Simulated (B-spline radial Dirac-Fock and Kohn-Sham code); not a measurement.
Model: Dirac-Fock energy differences between relaxed states, corrected for Breit and QED terms. Program: a radial B-spline solver. Free neutral atoms.

Q: Order these X-ray lines by photon energy, lowest first.
A. Xe Lγ2
B. Ba Lα1
C. I Lγ5
D. Ti Kβ1
E. Ba Lβ2
F. Cd Lγ2

A: F (3948.2 eV), B (4466.7 eV), C (4656.8 eV), D (4931.3 eV), E (5158.3 eV), A (5289.7 eV).

Values without a named source are computed, but for edge energies of neutral atoms, which are taken from tables.
